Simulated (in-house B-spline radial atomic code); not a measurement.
Ionising the magnesium ion Mg³⁺ with different functionals

Computed with an all-electron radial atomic-structure program (B-spline basis): four-component Dirac-Coulomb Hamiltonian, Fermi nucleus of rms radius 3.057 fm, spin-restricted, spherical fractional occupations for the functionals, and exact exchange of hybrids averaged over the configuration. The ionisation energy is the difference of two self-consistent energies, [He] 2s2 2p5 → [He] 2s2 2p4, without Breit or QED terms; ε is the level of the shell that loses the electron (mean over j). The electron is taken from both j subshells in proportion to 2j + 1, so the result is a j average, not the step between ground levels.

```json
{"method": "B97-1", "rung": "global hybrid", "ΔSCF (eV)": "112.09", "-ε(2p) (eV)": "99.95"}
{"method": "HSE06", "rung": "range-separated hybrid", "ΔSCF (eV)": "112.01", "-ε(2p) (eV)": "100.18"}
{"method": "wB97X", "rung": "range-separated hybrid", "ΔSCF (eV)": "111.93", "-ε(2p) (eV)": "102.57"}
{"method": "CAM-B3LYP", "rung": "range-separated hybrid", "ΔSCF (eV)": "112.25", "-ε(2p) (eV)": "101.97"}
```

**Question.** Among the functionals, which spreads more, the ΔSCF values or the orbital energies?

**Answer.** The orbital energies: ΔSCF values span about 0.31 eV and the orbital energies 2.63 eV; here energy differences depend much less on the functional than eigenvalues do.

**Question.** How do they compare with the NIST value?

**Answer.** NIST lists 109.265 eV ± 0.0012 (semi-empirical, ground level to ground level). Errors run from +2.67 to +2.98 eV. The correlated functionals all miss on the same side by more than they spread, so the cause is common to them (Breit-QED terms, spin polarisation, the choice among j levels, multiplet and fine-structure energies, or a listed next ion that isn't the cheapest removal here) and closeness doesn't rank the functionals.
